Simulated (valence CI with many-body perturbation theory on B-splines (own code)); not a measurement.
## Forbidden lines of Pt XXVIII

Calculated by relativistic CI+MBPT: five valence electrons over a frozen Dirac-Fock core [Kr] 4d10, radial functions for each j: 7 s, 7 p, 7 d, 7 f, 4 g, 2 h, with the one-electron correlation potential Σ1, the two-electron term Σ2, the three-electron term Σ3, Breit, model QED; selected CI, second order for the rest (own B-spline code, finite nucleus).

No measured spectrum was set against this ion. As an estimate, large intervals hold to a few tenths of a per cent, small ones and those within an open d or f shell to about a per cent. Core correlation moves these levels by up to 4500 cm⁻¹, and in measured spectra 5 to 20 % of such shifts remained as error; rates that hang on mixing are uncertain with them. Among the levels kept, up to 790 cm⁻¹ of a level comes from second order outside the variational space, and about a tenth of that is noise between levels of different J, which matters for small intervals. Only levels of the ground parity were solved; by the run's estimate the other parity begins above the list, which can be wrong where configurations are misplaced.

Lines 51 to 100 of 119 in falling wavelength, among levels below 125160 cm⁻¹, chosen from the decays that carry over 1 % of a level's rate. Wavelengths and rates use the calculated energies. Electric multipoles are in the length gauge, E1 and E2 with the static RPA response of the core. Weak lines are less certain than strong ones. Lines between different terms over intervals too small for the method are left out, as are lines whose strength nearly cancels. Where a level lies close to another of its J and parity, the split of strength between their lines is uncertain.

Names give the largest LS component (configuration and term), which can be under half, so a name can repeat, a term be missing and a line seem to break the LS rules; names also repeat where a configuration has a term twice. Letters in brackets count levels of one name in rising energy.

| λ vac (nm) | Upper | Lower | Type | A (s⁻¹) | Branch % |
| --- | --- | --- | --- | --- | --- |
| 327.7 | 4f5 6F°_5/2 [a] | 4f5 6H°_5/2 | M1 | 4.13e+02 | 97.5 |
| 326.9 | 4f5 6F°_5/2 [b] | 4f5 6F°_3/2 | M1 | 6.00e+02 | 27.1 |
| 323.2 | 4f5 4I°_9/2 [b] | 4f5 6F°_11/2 | M1 | 6.35e+01 | 4.5 |
| 321.2 | 4f5 4H°_11/2 | 4f5 6F°_11/2 | M1 | 4.92e+01 | 11.4 |
| 310.7 | 4f5 6F°_3/2 | 4f5 6H°_5/2 | M1 | 1.63e+02 | 99.8 |
| 310.0 | 4f5 6F°_5/2 [b] | 4f5 6F°_5/2 [a] | M1 | 3.75e+02 | 16.9 |
| 309.0 | 4f5 4P°_5/2 | 4f5 6F°_7/2 | M1 | 1.98e+02 | 14.3 |
| 307.2 | 4f5 4L°_13/2 | 4f5 6H°_11/2 | M1 | 2.70e+02 | 46.3 |
| 306.4 | 4f5 4K°_13/2 | 4f5 6F°_11/2 | M1 | 5.99e+01 | 9.2 |
| 304.4 | 4f5 4M°_17/2 | 4f5 4I°_15/2 | M1 | 3.86e+02 | 82.4 |
| 300.2 | 4f5 4K°_11/2 | 4f5 6H°_11/2 | M1 | 3.28e+02 | 34.7 |
| 289.2 | 4f5 6F°_1/2 | 4f5 6H°_5/2 | E2 | 2.34e-02 | 1.5 |
| 288.3 | 4f5 2G°_7/2 | 4f5 6F°_5/2 [b] | M1 | 2.80e+01 | 2.0 |
| 285.7 | 4f5 2K°_15/2 | 4f5 4M°_15/2 | M1 | 1.17e+03 | 68.4 |
| 275.3 | 4f5 4G°_7/2 [a] | 4f5 6F°_7/2 | M1 | 2.97e+02 | 18.8 |
| 273.2 | 4f5 4F°_5/2 | 4f5 6F°_5/2 [b] | M1 | 3.20e+02 | 16.4 |
| 273.0 | 4f5 4G°_9/2 [a] | 4f5 6F°_9/2 | M1 | 1.71e+01 | 3.1 |
| 271.2 | 4f5 4L°_17/2 | 4f5 4M°_15/2 | M1 | 4.40e+00 | 13.1 |
| 271.0 | 4f5 4F°_3/2 | 4f5 6F°_1/2 | M1 | 9.41e+02 | 60.9 |
| 266.6 | 4f5 6F°_11/2 | 4f5 6H°_9/2 | M1 | 4.96e+01 | 54.8 |
| 254.5 | 4f5 4F°_3/2 | 4f5 6F°_3/2 | M1 | 4.20e+02 | 27.2 |
| 246.8 | 4f5 6F°_9/2 | 4f5 6H°_7/2 | M1 | 2.99e+00 | 2.6 |
| 244.1 | 4f5 4F°_3/2 | 4f5 6F°_5/2 [a] | M1 | 3.23e+01 | 2.1 |
| 238.6 | 4f5 4I°_9/2 [b] | 4f5 6F°_9/2 | M1 | 4.02e+02 | 28.6 |
| 237.5 | 4f5 4H°_11/2 | 4f5 6F°_9/2 | M1 | 1.38e+02 | 31.9 |
| 235.2 | 4f5 4I°_9/2 [a] | 4f5 6H°_9/2 | M1 | 2.80e+02 | 19.3 |
| 227.6 | 4f5 4K°_11/2 | 4f5 6H°_9/2 | M1 | 6.05e+02 | 64.0 |
| 222.3 | 4f5 4L°_15/2 | 4f5 6H°_13/2 | M1 | 5.47e+01 | 11.7 |
| 220.4 | 4f5 6F°_7/2 | 4f5 6H°_5/2 | M1 | 8.33e+00 | 2.9 |
| 220.3 | 4f5 6F°_5/2 [b] | 4f5 6H°_7/2 | M1 | 7.45e+02 | 33.6 |
| 219.6 | 4f5 4P°_5/2 | 4f5 6F°_3/2 | M1 | 2.71e+01 | 2.0 |
| 211.8 | 4f5 4P°_5/2 | 4f5 6F°_5/2 [a] | M1 | 9.88e+02 | 71.7 |
| 204.1 | 4f5 4D°_7/2 | 4f5 6F°_9/2 | M1 | 5.12e+02 | 49.2 |
| 203.4 | 4f5 4G°_9/2 [a] | 4f5 6F°_7/2 | M1 | 1.28e+02 | 23.0 |
| 199.0 | 4f5 4H°_11/2 | 4f5 6H°_13/2 | M1 | 5.70e+01 | 13.2 |
| 199.0 | 4f5 4K°_13/2 | 4f5 4I°_15/2 | M1 | 1.11e+01 | 1.7 |
| 198.8 | 4f5 4G°_7/2 [a] | 4f5 6H°_9/2 | M1 | 7.75e+02 | 49.1 |
| 194.0 | 4f5 2K°_15/2 | 4f5 4I°_15/2 | M1 | 2.68e+01 | 1.6 |
| 193.3 | 4f5 4K°_13/2 | 4f5 6H°_13/2 | M1 | 2.80e+01 | 4.3 |
| 192.9 | 4f5 2P°_1/2 | 4f5 6F°_1/2 | M1 | 3.16e+02 | 20.6 |
| 191.9 | 4f5 2G°_7/2 | 4f5 6F°_7/2 | M1 | 1.93e+02 | 13.8 |
| 190.3 | 4f5 4G°_9/2 [a] | 4f5 6H°_11/2 | M1 | 2.27e+02 | 40.7 |
| 188.5 | 4f5 2K°_15/2 | 4f5 6H°_13/2 | M1 | 4.37e+02 | 25.7 |
| 187.1 | 4f5 4L°_17/2 | 4f5 4I°_15/2 | M1 | 2.99e+00 | 8.9 |
| 185.1 | 4f5 4F°_5/2 | 4f5 6F°_7/2 | M1 | 3.53e+02 | 18.1 |
| 184.4 | 4f5 2P°_1/2 | 4f5 6F°_3/2 | M1 | 1.20e+03 | 78.6 |
| 183.6 | 4f5 4I°_9/2 [b] | 4f5 6F°_7/2 | M1 | 5.31e+02 | 37.8 |
| 179.8 | 4f5 6P°_3/2 | 4f5 6F°_1/2 | M1 | 2.95e+01 | 7.2 |
| 177.0 | 4f5 4I°_9/2 [a] | 4f5 6H°_7/2 | M1 | 1.13e+03 | 78.0 |
| 172.9 | 4f5 4I°_9/2 [b] | 4f5 6H°_11/2 | M1 | 1.04e+02 | 7.4 |
